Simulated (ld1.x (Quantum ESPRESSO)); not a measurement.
Values are calculated unless marked as measured or tabulated.
**Potentials for Cl compared**

Generated with ld1.x 7.5 (TM, RRKJ, ultrasoft, PAW), atompaw 4.2 or ONCVPSP 4.0.1. The cutoff is in Ry: for ld1.x and atompaw files where the sum of valence levels is converged to 10 mRy in a Bessel basis, for ONCV files where the hardest occupied wave has 1 mHa per electron of residual kinetic energy. The error is the largest all-electron minus pseudo excitation energy over each file’s own four to seven test configurations (ionisations up to +4, promotions, holes and added fractions of an electron), all of which were solved. The labels leave out finer settings (local radius, basis sizes, second energies), which also bear on the numbers. Spin-polarised tests are not counted. The rows are a selection from randomly drawn settings: files with unsolved tests, undetermined cutoffs or missed reference levels are left out.

```tsv
potential	cutoff (Ry)	largest error (meV)	bound ghosts
PAW, PBE, scalar-relativistic, rc 1.40/1.45/1.65 (spd), local smoothed, core correction yes, reference 3s1 3p6	25	-73	none
TM, PBEsol, scalar-relativistic, rc 0.95/1.10/0.95 (spd), local p, core correction yes, reference 3s2 3p5	140	+227	none
TM, BLYP, scalar-relativistic, rc 1.40/1.45 (sp), local smoothed, core correction no, reference 3s2 3p5	45	+331	none
ultrasoft, LDA (PZ), scalar-relativistic, rc 1.35/1.40/1.55 (spd), local smoothed, core correction yes, reference 3s2 3p5	25	+28	none
```

(1) Fill in the row for Cl: RRKJ, PBEsol, scalar-relativistic, rc 1.30/1.30/1.30 (spd), local smoothed, core correction yes, reference 3s1 3p6.

(2) Fill in the row for Cl: RRKJ, BLYP, scalar-relativistic, rc 1.15/1.50 (sp), local p, core correction no, reference 3s1.75 3p5.25.

## Answers

(1) cutoff 70 Ry, largest error +264 meV, bound ghosts: none.

(2) cutoff 35 Ry, largest error +232 meV, bound ghosts: none.
